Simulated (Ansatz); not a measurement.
Geometry optimisation, RKS r2SCAN-D4/def2-SVP (Ansatz 0.2.0).

Input:

```yaml
crystal:
  periodic: [false, false, false]
  atoms:
    - { symbol: Al, position_ang: [-0.2618, 0.0031, -0.0419] }
    - { symbol: O, position_ang: [1.9003, -0.1203, -0.2923] }
    - { symbol: "N", position_ang: [-1.0518, 0.3042, -1.594] }
    - { symbol: "N", position_ang: [-0.7422, -0.944, 1.3793] }
    - { symbol: H, position_ang: [1.4459, 0.9847, 0.1432] }
    - { symbol: F, position_ang: [0.6642, 1.8085, 0.5434] }
    - { symbol: H, position_ang: [2.4271, -0.5187, 0.3968] }
    - { symbol: H, position_ang: [-1.6772, -0.3085, -2.0985] }
    - { symbol: H, position_ang: [-0.7433, 1.0434, -2.2105] }
    - { symbol: H, position_ang: [-0.287, -0.9394, 2.282] }
    - { symbol: H, position_ang: [-1.6741, -1.3131, 1.4925] }
basis:
  gaussian: { orbitals: def2-SVP }
hamiltonian:
  xc: r2scan
  dispersion: d4
relax:
  f_tol: 0.15
  max_steps: 25
  restrain:
    - { distance: [0, 5], at: 3.08, k: 30.0 }
    - { distance: [4, 1], at: 2.27, k: 30.0 }
    - { distance: [0, 1], at: 1.87, k: 30.0 }
    - { distance: [4, 5], at: 0.88, k: 30.0 }
output:
  orbitals: {}
```

Command:

```bash
$ ansatz run input.yaml --threads 4 --pin off --max-ram 5120MiB --backend cpu --events-out ev --progress --plain --runs-dir out
```

Question: Where does it end, and by what steps?

Answer: The run converged. The restraints hold the end off the free minimum. After 8 steps the energy has fallen by 0.038 eV (the restraints' own energy left out); H5 moved furthest, 0.96 Å. Joined: H5–F6 (1.20 → 0.91 Å).

```tsv
step	energy less start (eV)	largest force component (eV/Å)	accepted
0	0.0000	3.025	yes
1	0.5019	3.124	yes
2	0.5468	3.433	yes
3	0.5314	2.564	yes
4	0.2446	1.793	yes
5	0.1181	1.823	yes
6	0.0309	1.777	yes
7	-0.0207	1.615	yes
8	-0.0376	1.770	yes
```

```xyz
11
Properties=species:S:1:pos:R:3
Al -0.070 -0.399 -0.151
O 1.732 -0.254 -0.313
N -0.958 0.081 -1.595
N -0.812 -1.117 1.286
H 1.577 1.925 0.258
F 0.906 2.403 0.654
H 2.267 -0.607 0.403
H -1.957 -0.022 -1.734
H -0.555 0.583 -2.379
H -0.323 -1.506 2.085
H -1.807 -1.087 1.485
```

Run time: 31 s on 4 threads of Arm Neoverse N1, with other jobs on the host, peak memory 0.19 GiB.
